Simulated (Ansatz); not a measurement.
`[SiH3][O][GaH][Br]` + `[NH2][AlH][SeH]` → `[SiH3][NH][AlH][SeH]` + `[OH][GaH][Br]`  (ligand exchange at the Si–O bond)

Calculated with Ansatz (gas phase, PBE0-D4/def2-TZVP geometries, no zero-point term in ΔE). CCSD(T)/CBS is the MP2 limit (def2-TZVPP, def2-QZVPP) plus CCSD(T) − MP2 in def2-TZVPP, frozen cores. DFT in def2-TZVPP. B3LYP here is the variant with VWN-RPA as its local correlation; programs differ in this. For Br, Ga, Se outer-core shells are correlated without core-valence functions, which leaves a few kJ/mol of doubt a bond. Scalar relativity is left out up to krypton. One conformer a species, not always the lowest.

`[SiH3][O][GaH][Br]`:

```xyz
8

Si    0.283   -1.263    0.489
O    -0.746   -0.008    0.253
Ga   -0.695    1.589   -0.502
Br    1.314    2.144   -1.431
H     0.779   -1.796   -0.808
H     1.452   -0.845    1.309
H    -0.456   -2.333    1.206
H    -1.931    2.512   -0.516
```

`[NH2][AlH][SeH]`:

Cartesian coordinates in Å:
```
N -0.418 0.564 -1.305
Al 0.378 0.077 0.191
Se -0.786 -1.344 1.612
H -1.336 0.280 -1.603
H -0.003 1.177 -1.988
H 1.826 0.596 0.538
H 0.340 -1.349 2.554
```

`[SiH3][NH][AlH][SeH]`:

Z-matrix (Å, degrees):
```
Si
N 1 1.726
H 1 1.489 2 112.2
H 1 1.486 2 107.2 3 -119.6
H 1 1.489 2 112.2 3 120.9
Al 2 1.779 1 129.6 3 119.0
H 2 1.012 1 114.8 3 -60.8
Se 6 2.316 2 117.7 1 0.3
H 6 1.577 2 120.3 1 -179.7
H 8 1.470 6 90.1 2 -179.9
```

`[OH][GaH][Br]`:

Cartesian coordinates in Å:
```
O -0.067 -0.932 -1.023
Ga 0.433 0.183 0.261
Br -1.265 1.338 1.275
H -1.015 -0.945 -1.173
H 1.914 0.355 0.660
```

```
             level  ΔE (kcal/mol)  difference from CCSD(T)/CBS
            PBE-D4            8.4                         -2.0
          B3LYP-D4           10.8                          0.4
            B2PLYP           11.1                          0.7
     HF/def2-TZVPP           14.2                          3.8
    MP2/def2-TZVPP           10.4                          0.0
SCS-MP2/def2-TZVPP           11.1                          0.7
   CCSD/def2-TZVPP           11.1                          0.7
SCS-MP2/def2-QZVPP           11.1                          0.7
      HF/CBS(def2)           14.4                          4.0
    CCSD/CBS(def2)           11.0                          0.6
       CCSD(T)/CBS           10.4                            0
```

Largest T1 diagnostic among the species: 0.012.

From PBE to PBE0 (25 % exact exchange), in def2-TZVPP and without D4, ΔE moves by +0.9 kcal/mol. In def2-TZVPP, CCSD(T) changes the Hartree–Fock value by −3.7 kcal/mol (the triples alone add −0.6 kcal/mol) and MP2 by −3.8 kcal/mol.
